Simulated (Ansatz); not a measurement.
Basis-set extrapolation for C6H4Si (`C#C[SiH](C#C)C#C`) (PBE0-D4/def2-TZVP geometry, frozen core, the Gaussian-basis code of Ansatz). Multiplicity 1, RHF reference.

```tsv
	def2-TZVPP	def2-QZVPP
HF	-518.413612	-518.431526
MP2 correlation	-1.002032	-1.068145
CCSD(T) correlation	-1.088230	not run
```

Energies in hartree. Use E(X) = E(∞) + A·exp(−7.88·√X) for Hartree–Fock and E(X) = E(∞) + B·X^(−2.97) for correlation, with X = 3 and 4, and add CCSD(T) minus MP2 of the smaller set to the MP2 limit.

**Question.** What is the CCSD(T) energy at the basis-set limit?

**Answer.** HF limit: -518.431526 + (-0.017914) × 0.13774 = -518.43399. MP2 limit: -1.068145 + (-0.066113) × 0.74074 = -1.11712. Higher-order term: -1.088230 − (-1.002032) = -0.08620. Total: -519.63731 hartree, 3.69 eV below CCSD(T)/def2-TZVPP.
